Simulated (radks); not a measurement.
Spherical quantum dot in the effective-mass picture: electrons in a parabolic well V = omega^2 r^2 / 2 with omega = 0.265, all in effective atomic units (hartree* = m*/eps^2 hartree, bohr* = eps/m* bohr), one dielectric constant everywhere. Calculated with a radial shooting solver with Libxc functionals: non-relativistic Kohn-Sham, PBEsol, spin-polarised, spherical densities. Levels are named by radial order and angular momentum (1s, 1p, 1d, 2s, ...), and open shells are averaged over m.

N = 7, configuration 1s2 1p(up 3, down 2). This is the lowest configuration that the search found. Occupied levels:

| level | occupation | eigenvalue (hartree*) | <r> (bohr*) |
|---|---|---|---|
| 1s up | 1 | 2.0502 | 3.167 |
| 1s down | 1 | 2.0627 | 3.148 |
| 1p up | 3 | 2.1793 | 3.825 |
| 1p down | 2 | 2.1933 | 3.828 |

Energy (hartree*): total 9.41953, kinetic 1.2136, external 3.5853, Hartree 6.0444, exchange-correlation -1.4238.
